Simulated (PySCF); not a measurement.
**The second ionisation energy along the 3d series**

Calculated with PySCF 2.14 from differences of total energies of unrestricted determinants, without spin-orbit coupling. Values in eV. The last column holds reference values (NIST; (s) semi-empirical, (t) theoretical, else measured). Unmarked ones compare directly (S terms, centres of terms, or small fine structure); those marked * lie between the lowest fine-structure levels and include a spin-orbit shift.

```csv
element,configurations,UHF,MP2 (valence),SCS-MP2 (valence),reference
"Sc (jorge-DZP-DKH, spin-free X2C)",[Ar] 3d1 4s1 → [Ar] 3d1,12.199,12.252,12.217,12.800 *
"Ti (jorge-DZP-DKH, spin-free X2C)",[Ar] 3d2 4s1 → [Ar] 3d2,12.916,13.040,12.957,13.575 *
"Cr (jorge-DZP-DKH, spin-free X2C)",[Ar] 3d5 → [Ar] 3d4,15.062,15.793,15.305,16.486 *
"Mn (jorge-DZP-DKH, spin-free X2C)",[Ar] 3d5 4s1 → [Ar] 3d5,14.629,14.831,14.696,15.640
"Fe (jorge-DZP-DKH, spin-free X2C)",[Ar] 3d6 4s1 → [Ar] 3d6,15.250,15.573,15.436,16.199 *
"Co (jorge-DZP-DKH, spin-free X2C)",[Ar] 3d8 → [Ar] 3d7,14.061,16.031,15.916,17.084 *
"Ni (jorge-DZP-DKH, spin-free X2C)",[Ar] 3d9 → [Ar] 3d8,14.423,16.734,16.506,18.169 *
"Cu (jorge-DZP-DKH, spin-free X2C)",[Ar] 3d10 → [Ar] 3d9,17.197,19.988,19.643,20.292 *
"Zn (jorge-DZP-DKH, spin-free X2C)",[Ar] 3d10 4s1 → [Ar] 3d10,16.805,17.310,17.232,17.964
```

"Valence" correlates the outer s and p shells and, in groups 3 to 12 and the f block, the outer d or f shell, open or full, or the next shell where the ion has no valence electron left; the wider scheme adds the next inner shell.
